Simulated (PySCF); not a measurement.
# Dipole moment and polarisability of `[SiH3]C/C=N/[SiH2]P`

C2H10NPSi2.
SMILES with atom numbers: `[SiH3:1][CH2:2]/[CH:3]=[N:4]/[SiH2:5][PH2:6]` (hydrogens: H7, H8, H9 on Si1; H10, H11 on C2; H12 on C3; H13, H14 on Si5; H15, H16 on P6)

Cartesian coordinates in Å at the GFN2-xTB level; atoms count from 1:
```
atom  x, y, z in Å
Si1   -2.455    0.858    0.541
C2    -1.807   -0.950    0.437
C3    -0.479   -0.930   -0.193
N4     0.577   -0.861    0.485
Si5    2.241   -0.647    0.197
P6     2.598    1.432    0.974
H7    -3.765    0.801    1.193
H8    -1.507    1.661    1.305
H9    -2.606    1.378   -0.820
H10   -2.505   -1.552   -0.142
H11   -1.736   -1.345    1.449
H12   -0.480   -0.931   -1.292
H13    2.766   -0.799   -1.172
H14    2.899   -1.598    1.091
H15    2.301    2.076   -0.216
H16    3.950    1.416    0.687
```

Level: CAM-B3LYP/def2-SVPD (PySCF), static field, nuclei fixed, core orbitals frozen in the response. The polarisability tensor in these axes (au):

```
x   140.73   2.10   2.62
y     2.10 109.66   6.40
z     2.62   6.40  96.74
```

Question: Give the principal values, the mean and the anisotropy Δα = √{½[(α1 − α2)² + (α2 − α3)² + (α1 − α3)²]}.

Answer: Principal values 94.05, 112.00 and 141.09 au; mean 115.71 au = 17.15 Å³ = 19.08 × 10⁻⁴⁰ C²·m²/J; Δα = 41.12 au (36 % of the mean).

Question: What is the dipole moment, and where does it point?

Answer: (-1.53, -0.57, -1.62) D, 2.31 D in size, pointing from the negative to the positive side. Measured along this direction, the outermost atoms are H16 at the negative end and H10 at the positive end.

Question: Estimate the molar refractivity from the static electronic polarisability.

Answer: Lorentz–Lorenz: R = (4π/3)N_A α = 2.5225 cm³/(mol·Å³) × 17.15 Å³ = 43.3 cm³/mol, in the limit of long wavelengths.

Question: In a dilute gas of rigid molecules at 350 K, how does the orientational term μ²/3kT compare with the electronic polarisability?

Answer: In Gaussian units μ²/3kT = 36.70 Å³ against 17.15 Å³, a ratio of 2.14; the Debye molar polarisation (4π/3)N_A(α + μ²/3kT) is 135.8 cm³/mol, leaving out the vibrational part.

Question: Along which axes do the principal values lie, and how far do the nuclei extend along each?

Answer: Largest value along (0.99, 0.08, 0.07), where the nuclei span 7.68 Å; middle along (-0.10, 0.92, 0.37), 3.62 Å; least along (-0.04, -0.38, 0.93), 3.09 Å. The response follows the extents in order.

The structure is a single GFN2-xTB conformer in the gas phase; no vibrational or solvent corrections.
